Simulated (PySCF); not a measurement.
Two-component Hartree-Fock for Cd (cadmium, neutral)

Start: [Kr] 4d9 5s2 6s1; 4d3/2 filled at m_j = -3/2, -1/2, +1/2, +3/2; 4d5/2 filled at m_j = -3/2, -1/2, +1/2, +3/2, +5/2; 6s1/2 filled at m_j = +1/2. Calculated with PySCF 2.14 in x2c-SVPall-2c with one added diffuse shell each of s, p, d type (7s10p7d1f, 79 functions): generalised Hartree-Fock with the X2C-1e Hamiltonian and a Gaussian nucleus; one run each with spin-orbit coupling (SO) switched off, then screened by Boettger's factors. This is a chosen level, not necessarily the ground level.

| spinor shell | electrons | ε, spin-free (eV) | ε, screened SO (eV) | weight of nominal j (screened SO) | rms radius, screened SO (bohr) |
| --- | --- | --- | --- | --- | --- |
| 1s1/2 | 2 | -26852.2 | -26850.1 | 1.000 | 0.0349 |
| 2s1/2 | 2 | -4083.2 | -4082.6 | 1.000 | 0.142 |
| 2p1/2 | 2 | -3658.8 | -3792.3 | 1.000 | 0.124 |
| 2p3/2 | 4 | -3658.8 | -3597.2 | 1.000 | 0.128 |
| 3s1/2 | 2 | -808.18 | -807.99 | 1.000 | 0.381 |
| 3p1/2 | 2 | -665.21 | -689.83 | 1.000 | 0.376 |
| 3d3/2 | 4 | -441.96 | -446.31 | 0.999 | 0.362 |
| 3d5/2 | 6 | -441.96 | -438.85 | 0.999 | 0.365 |
| 4s1/2 | 2 | -139.68 | -139.62 | 1.000 | 0.938 |
| 4p1/2 | 2 | -94.877 | -99.912 | 0.988 | 1.01 |
| 4p3/2 | 4 | -94.877 | -92.483 | 0.994 | 1.04 |
| 4d3/2 | 4 | -29.621 | -30.357 | 0.915 | 1.31 |
| 4d5/2 | 5 | -29.621 | -29.052 | 0.932 | 1.33 |
| 5s1/2 | 2 | -13.186 | -13.184 | 1.000 | 2.88 |
| 6s1/2 | 1 | -2.513 | -2.513 | 1.000 | 8.50 |

Question: Where does 3p3/2 lie, and what is the 3p spin-orbit splitting (screened SO)?

Answer: At -653.75 eV, 36.083 eV above 3p1/2.

| quantity | spin-free | screened SO |
| --- | --- | --- |
| E (hartree) | -5589.74754 | -5590.85097 |
| M_J | 3 | 3 |
| ⟨J²⟩ | 12.006 | 12.006 |
| ⟨L²⟩ | 6.005 | 6.020 |
| ⟨S²⟩ | 2.001 | 2.016 |

Each row is a mean over spinors that exchange with the open shell spreads, by up to 5.873 eV (4p3/2).

Breit and QED terms are absent; they matter most for the inner s and p1/2 levels.

Densities and radii are taken from the X2C orbitals without a picture-change correction, which distorts them close to the nucleus.

Without spin-orbit coupling the j labels of p, d and f shells carry no meaning; the spin-free column gives the mean over the occupied spinors of each nl shell.
